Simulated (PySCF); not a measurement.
4H-1,3,5-dioxazine (C3H5NO2), SMILES C1=NCOCO1. Atoms are numbered in the order given.

```xyz
11

C      1.3212    -0.1036     0.2166
N      0.8986     1.0778     0.0573
C     -0.4974     1.2567    -0.2438
O     -1.1624     0.0539    -0.6014
C     -0.8200    -0.9642     0.2691
O      0.5765    -1.2321     0.2242
H      2.3857    -0.3211     0.3753
H     -0.5984     1.9263    -1.1104
H     -0.9972     1.7324     0.6234
H     -1.3339    -1.8832    -0.0396
H     -1.0821    -0.7068     1.3163
```

Coordinates come from a ωB97X-D3(BJ)/def2-SVP optimisation. The values are those of a single conformer.

Two levels are set side by side: PBE/pcSseg-1 (PySCF) and KT2/pcSseg-1 (PySCF). GIAO shifts against H2O (¹⁷O), NH3 (¹⁵N), TMS (¹H), TMS (¹³C) at the same level; non-relativistic, no solvent, atoms listed together averaged. Differences are taken from unrounded values.

```csv
quantity,KT2,PBE,PBE minus KT2
δ(¹³C) of C1 (ppm),146.6,152.7,6.1
δ(¹⁵N) of N2 (ppm),263.5,278.4,14.9
δ(¹³C) of C3 (ppm),83.3,85.3,2.0
δ(¹⁷O) of O4 (ppm),97.0,99.7,2.7
δ(¹³C) of C5 (ppm),94.6,96.7,2.2
δ(¹⁷O) of O6 (ppm),192.2,202.8,10.5
δ(¹H) of H7 (ppm),7.18,7.25,0.07
"δ(¹H) of H8, H9 (ppm)",5.39,5.44,0.05
```

Rough cost on one machine, each run with all the roots and properties that it gave: KT2 against PBE within a factor of 2.
